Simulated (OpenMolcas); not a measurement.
# Ti3+: moving or changing the point charges

Ti3+ among 6 point charges of -1.5 e arranged as a trigonal prism (D3h), 2 Å from the ion, with a polar angle of 42.2° against the regular 49.1°.

| Property | Result |
| --- | --- |
| Program | OpenMolcas |
| Method | SS-CASPT2, IPEA 0.25 Eh, imaginary shift 0.1 Eh (closed shells correlated: 3s 3p) |
| Basis | ANO-RCC-VDZP [5s4p2d1f] |
| Scalar Hamiltonian | DKH2, point nucleus |
| Active space | 1 electron in 5 orbitals (3d) |
| State averaging | 2S+1 = 2 even, 5 roots |
| Spin-orbit coupling | RASSI with atomic mean-field integrals over the reference wave functions |

Runs around this geometry, states (labels of D3, the rotations of D3h). Energies in cm-1 above the lowest state or level, χT in cm3 K/mol.

| R (Å) | q (e) | Polar angle / regular | Ground state | First state of that spin | First gap with spin-orbit (degeneracies) | χT at 300 K |
| --- | --- | --- | --- | --- | --- | --- |
| 2 | -1.5 | 0.79 | 2E | 2A1 10690 | 280 (2, 2) | 0.552 |
| 2 | -0.75 | 0.86 | 2E | 2A1 4790 | 300 (2, 2) | 0.538 |
| 1.84 | -1.5 | 0.86 | 2E | 2A1 8810 | 270 (2, 2) | 0.558 |
| 2 | -1.5 | 0.86 | 2E | 2A1 8510 | 280 (2, 2) | 0.548 |
| 2.23 | -1.5 | 0.86 | 2E | 2A1 6830 | 290 (2, 2) | 0.541 |

Taking the first state of the same spin as R^-n, n = -ln(6830 / 8810) / ln(2.23 / 1.84) = 1.3 between the shortest and longest distance.

Scaling the charges by -0.75 / -1.5 = 0.50 scales the first state of the same spin by 4790 / 8510 = 0.56; with fixed orbitals a first-order splitting would follow the charge.

Roots that are degenerate in the reference are averaged as groups; the widest CASPT2 spread within a group is 110 cm-1 (the 2-fold group of multiplicity 2 near 0 cm-1 above the lowest state of its run, R = 2, q = -0.75, ratio = 0.86). Shifts and gaps below about the spread of the groups concerned are not significant. An orbital doublet at a regular site is open to a Jahn-Teller distortion, which this geometry leaves out. Free-ion shares, where given, are those of the reference states; single-state CASPT2 does not remix them. Point charges carry no covalency, so the field is a model and not that of real ligands. No measured value stands beside these numbers.
